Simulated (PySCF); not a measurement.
Job for PySCF: R-B3LYP/LANL2DZ on BiH3O2 (SMILES [OH][BiH][OH]), a point of a torsion scan.

```python
from pyscf import gto, scf, dft, mp
from pyscf.data.elements import chemcore

mol = gto.M(
    atom='''
    O    -1.35904412   -0.65717747    0.58224688
    Bi    0.01975217    0.91388237    0.70451307
    O     1.06524326   -0.07075609    2.18182178
    H    -1.71350684   -0.73476853   -0.30141833
    H     0.98022093    0.20372807   -0.63409628
    H     1.00180339   -1.01159680    2.02534929
    ''',
    basis='lanl2dz',
    ecp={'Bi': 'lanl2dz'},
    charge=0, spin=0, verbose=3, max_memory=1800)
mf = dft.RKS(mol, xc='b3lyp')
mf.conv_tol = 1e-8
mf.max_cycle = 100
mf.kernel()
if not mf.converged:
    mf = mf.newton().run(mf.mo_coeff, mf.mo_occ)
```

Predict the final total energy.

-157.6920 hartree.
